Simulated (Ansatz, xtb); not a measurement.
# Relative energy of two structures of Al2FH3N+

Structure I is a singlet given by its coordinates and structure II is a singlet given by its coordinates. Both are isolated ions in the gas phase, relaxed with BLYP-D3(BJ)/def2-SVP.

I (Å):

```xyz
7

Al   -1.9537    0.7714   -0.9899
Al    0.2332    0.8990    1.3198
F    -0.5864    1.7837   -0.7518
N    -1.6878   -0.2170    0.5878
H    -2.9622    0.8095   -2.1789
H    -1.5201   -1.2333    0.4682
H    -2.4499   -0.1734    1.2898
```

Close contacts (Å): Al1–F3 1.72, Al1–N4 1.88, Al2–N4 2.34, Al1–H5 1.56, N4–H6 1.04, N4–H7 1.04.

II (Å):

```xyz
7

Al    2.7544   -1.2128   -0.3090
Al   -0.8115   -0.1093   -0.1650
F     0.9460   -0.5974   -0.1647
N    -1.1291    1.0118    1.1433
H    -2.0565    1.4130    1.3245
H    -0.4618    1.3707    1.8335
H    -1.5888   -0.8072   -1.3230
```

Close contacts (Å): Al1–F3 1.92, Al2–F3 1.82, Al2–N4 1.75, Al2–H7 1.56, N4–H5 1.03, N4–H6 1.02.

Task: Estimate which is lower in electronic energy at CCSD(T)/def2-TZVP, and by roughly how much.

Result: The CCSD(T)/def2-TZVP calculation puts structure II lower, by 14.1 kJ/mol.

How the difference moves with the method:

```csv
level,geometry,E(II) − E(I) (kJ/mol),departure from the last row (kJ/mol),"job, with rough time for the two"
BLYP-D3(BJ)/def2-SVP,BLYP-D3(BJ)/def2-SVP,−13.7,+0.3,"optimisation, 2.4 min"
HF/def2-TZVP,BLYP-D3(BJ)/def2-SVP,−31.3,−17.3,part of the CCSD(T) run
MP2/def2-TZVP,BLYP-D3(BJ)/def2-SVP,−12.9,+1.2,part of the CCSD(T) run
CCSD(T)/def2-TZVP,BLYP-D3(BJ)/def2-SVP,−14.1,,"single point, 2.2 min"
```

The levels shown agree on the order. The largest departure from CCSD(T)/def2-TZVP is that of HF/def2-TZVP, 17.3 kJ/mol. Levels run at GFN2-xTB geometries aren't shown.

With harmonic frequencies from BLYP-D3(BJ)/def2-SVP (ideal gas, rigid rotor, one conformer each, 200 K, 1 atm): on the last row, ΔE + ΔZPE = −14.6, ΔH = −14.4, ΔG = −14.5 kJ/mol.

The correlated steps freeze 12 core orbitals. Codes used: Ansatz 0.2.0; the last row on 1 thread of AMD EPYC (Zen 3) on a shared host.
